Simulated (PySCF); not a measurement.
**KBa: frontier orbitals**

PBE0 at R = 4.557 Å; basis K x2c-TZVPall, Ba x2c-TZVPall; spin-free X2C with a Gaussian nucleus; PySCF 2.14. State: ²Σ⁺ (doublet), unpaired electrons σ ↑. Only the outer orbitals are listed, counted within each symmetry.

```json
{"spin": "α", "orbital": "7π", "occ.": "1", "ε (eV)": "-20.66", "on K (%)": "100", "main shells (%)": "100 K p"}
{"spin": "α", "orbital": "7π", "occ.": "1", "ε (eV)": "-20.66", "on K (%)": "100", "main shells (%)": "100 K p"}
{"spin": "α", "orbital": "15σ", "occ.": "1", "ε (eV)": "-20.63", "on K (%)": "100", "main shells (%)": "100 K p"}
{"spin": "α", "orbital": "8π", "occ.": "1", "ε (eV)": "-20.14", "on K (%)": "0", "main shells (%)": "100 Ba p"}
{"spin": "α", "orbital": "8π", "occ.": "1", "ε (eV)": "-20.14", "on K (%)": "0", "main shells (%)": "100 Ba p"}
{"spin": "α", "orbital": "16σ", "occ.": "1", "ε (eV)": "-20.08", "on K (%)": "0", "main shells (%)": "100 Ba p"}
{"spin": "α", "orbital": "17σ", "occ.": "1", "ε (eV)": "-3.86", "on K (%)": "31", "main shells (%)": "70 Ba s, 25 K s"}
{"spin": "α", "orbital": "18σ", "occ.": "1", "ε (eV)": "-2.79", "on K (%)": "55", "main shells (%)": "55 K s, 18 Ba s, 14 Ba p"}
{"spin": "α", "orbital": "9π", "occ.": "0", "ε (eV)": "-1.12", "on K (%)": "16", "main shells (%)": "77 Ba d, 14 K p"}
{"spin": "α", "orbital": "9π", "occ.": "0", "ε (eV)": "-1.12", "on K (%)": "16", "main shells (%)": "77 Ba d, 14 K p"}
{"spin": "α", "orbital": "19σ", "occ.": "0", "ε (eV)": "-1.12", "on K (%)": "28", "main shells (%)": "73 Ba d, 19 K s, 9 K p"}
{"spin": "β", "orbital": "7π", "occ.": "1", "ε (eV)": "-20.61", "on K (%)": "100", "main shells (%)": "100 K p"}
{"spin": "β", "orbital": "7π", "occ.": "1", "ε (eV)": "-20.61", "on K (%)": "100", "main shells (%)": "100 K p"}
{"spin": "β", "orbital": "15σ", "occ.": "1", "ε (eV)": "-20.58", "on K (%)": "100", "main shells (%)": "100 K p"}
{"spin": "β", "orbital": "8π", "occ.": "1", "ε (eV)": "-20.09", "on K (%)": "0", "main shells (%)": "100 Ba p"}
{"spin": "β", "orbital": "8π", "occ.": "1", "ε (eV)": "-20.09", "on K (%)": "0", "main shells (%)": "100 Ba p"}
{"spin": "β", "orbital": "16σ", "occ.": "1", "ε (eV)": "-20.02", "on K (%)": "0", "main shells (%)": "100 Ba p"}
{"spin": "β", "orbital": "17σ", "occ.": "1", "ε (eV)": "-3.60", "on K (%)": "14", "main shells (%)": "83 Ba s, 11 K s"}
{"spin": "β", "orbital": "18σ", "occ.": "0", "ε (eV)": "-1.51", "on K (%)": "52", "main shells (%)": "52 K s, 24 Ba p, 14 Ba s"}
{"spin": "β", "orbital": "9π", "occ.": "0", "ε (eV)": "-1.08", "on K (%)": "10", "main shells (%)": "76 Ba d, 14 Ba p"}
{"spin": "β", "orbital": "9π", "occ.": "0", "ε (eV)": "-1.08", "on K (%)": "10", "main shells (%)": "76 Ba d, 14 Ba p"}
```

Which are the highest filled and the lowest empty level, where do they sit, and how wide is the gap?

Highest filled α 18σ at -2.79 eV (in %: 55 K s, 18 Ba s, 14 Ba p); lowest empty β 18σ at -1.51 eV (in %: 52 K s, 24 Ba p, 14 Ba s); the gap at PBE0 is 1.28 eV.

The bond order (Mayer) is 0.60 and the ⟨S²⟩ is 0.765. The charge on K (Mulliken, basis-dependent) is -0.01. The charge on K (Löwdin, basis-dependent) is 0.03 and the dipole moment (positive dipole means K(−)Ba(+)) is -1.43 D. The polarisability along the bond is 986.7 bohr³ and the polarisability across the bond is 443.8 bohr³.

Spin–orbit coupling is left out. The state was picked by a PBE0 search and need not be the measured ground state.
